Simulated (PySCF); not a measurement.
C₆H₉O₂ (doublet state).
Geometry (GFN2-xTB, Å), atoms numbered from 1 in this order:
```xyz
17
C6H9O2 angstrom
C     -2.0856   -1.0458   -0.7270
C     -0.8682   -0.1795   -0.4396
C     -1.1060    0.7913    0.7116
O      0.2073   -1.0827   -0.1137
C      1.4036   -0.5611   -0.0970
C      2.7011   -0.7330    0.1651
C      2.2498    0.5945   -0.3330
O      2.1828    1.7951    0.3814
H     -2.3458   -1.6210    0.1583
H     -2.9280   -0.4188   -1.0046
H     -1.8732   -1.7360   -1.5395
H     -0.5788    0.3837   -1.3377
H     -0.2121    1.3842    0.8921
H     -1.9247    1.4614    0.4657
H     -1.3556    0.2434    1.6179
H      3.4486   -1.3476    0.6023
H      3.0777    2.0836    0.5878
```

The hyperfine couplings belong to this conformer and change with its torsions.

The species is `CC(C)OC1=C[C]1O` [radical].

Level of theory: UKS B3LYP, pcH-1 on C H O, non-relativistic, mean-field spin-orbit, GIAO (PySCF). Isolated species at its GFN2-xTB geometry (one conformer only). The geometry wasn't refined by DFT: couplings that depend on bond lengths, twists or pyramidal angles can differ widely from those at the functional's own minimum. Stability of the SCF solution: not tested.

(1) The isotropic 13C couplings are +496.0, +38.1, -13.9, +1.0 MHz. Assign them to C2; C5; C6; C7.

(2) Match the computed a_iso(17O) values -63.9, -6.9 MHz with the sites O4; O8.

Answers

(1) 
| site | a_iso (MHz) | ρ(0) (bohr⁻³) | position | distance from C7 (Å) | spin population | largest \|T\| (MHz) |
| --- | --- | --- | --- | --- | --- | --- |
| C2 | +1.0 | +0.0009 | 3 bonds from C7 | 3.21 | +0.01 | 1.0 |
| C5 | -13.9 | -0.0124 | 1 bond from C7 | 1.45 | -0.01 | 17.5 |
| C6 | +38.1 | +0.0339 | 1 bond from C7 | 1.49 | +0.21 | 39.3 |
| C7 | +496.0 | +0.4412 | largest spin population | 0.00 | +0.69 | 106.5 |

(2) 
```csv
site,a_iso (MHz),ρ(0) (bohr⁻³),position,distance from C7 (Å),spin population,largest |T| (MHz)
O4,-6.9,+0.0114,2 bonds from C7,2.65,0.00,2.3
O8,-63.9,+0.1054,1 bond from C7,1.40,+0.11,53.1
```

ρ(0) is the spin density at the nucleus and T the dipolar tensor; entries for several nuclei are means. Largest spin populations (Mulliken): C7 (+0.69), C6 (+0.21) and O8 (+0.11). The angles at C7 add up to 306.5°, so it is pyramidal.

Nuclei that the bonding pattern makes equivalent are averaged, as if the motion that swaps them (rotation, inversion, ring flip) were fast.

Time: 72 s wall (grids of density and orbitals included); peak memory 0.96 GiB. Hardware: one thread of an Arm Neoverse V2, shared host with 192 logical CPUs at a one-minute load of 54.
